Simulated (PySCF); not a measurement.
**Question.** What does the PBE0-D3(BJ)/def2-SVP structure of `CCC[C@@H]1C[O][GeH2][O]1` look like in three dimensions?

**Answer.** 
```xyz
20
C5H12GeO2 angstrom
C     -2.679    1.046    0.028
C     -1.526    0.488   -0.791
C     -0.447   -0.163    0.059
C      0.730   -0.693   -0.750
C      1.865   -1.230    0.142
O      2.666   -0.150    0.576
Ge     2.640    1.099   -0.704
O      1.281    0.327   -1.575
H     -2.328    1.810    0.741
H     -3.177    0.257    0.614
H     -3.441    1.516   -0.612
H     -1.063    1.286   -1.393
H     -1.907   -0.252   -1.517
H     -0.876   -1.000    0.639
H     -0.068    0.560    0.806
H      0.380   -1.497   -1.420
H      2.474   -1.959   -0.427
H      1.457   -1.746    1.026
H      2.309    2.467   -0.088
H      3.887    1.107   -1.601
```

Any rigid rotation of these coordinates is as good. Atoms count from 1 in this order. Ge7 (germanium bonded to 2 O and 2 H) has angles from 93.3° to 114.6°. O6 (oxygen bonded to C and Ge) is bent (angle 107.8°). The 5-membered ring C4–C5–O6–Ge7–O8 has internal angles of 93.3° to 109.2°; it is puckered, 0.15 Å rms from its mean plane, widest ring torsion 40°. The 4 C–C bonds span 1.520 Å (C1–C2, drawn single) to 1.540 Å (C4–C5, drawn single), a spread of 0.020 Å.

Bonds between heavy atoms (Å): C1–C2 1.520, C2–C3 1.520, C3–C4 1.523, C4–C5 1.540, C5–O6 1.413, O6–Ge7 1.788, Ge7–O8 1.789, C4–O8 1.422.

Theory: PBE0-D3(BJ)/def2-SVP geometry optimisation, gas phase (PySCF 2.14.0).

Point group: C1 (no symmetry element, even within 0.4 Å). No frequency check. The numbers are those of one conformer (C1–C2–C3–C4 -178°, C2–C3–C4–C5 175°, C3–C4–C5–O6 -82°, C4–C5–O6–Ge7 -31°, C5–O6–Ge7–O8 13°, O6–Ge7–O8–C4 11°).

Time: 3.1 min wall; peak memory 0.85 GiB. Hardware: one thread, Arm Neoverse V1 (aarch64), no GPU, shared host with 32 logical CPUs at a one-minute load of 27. This is the geometry optimisation.
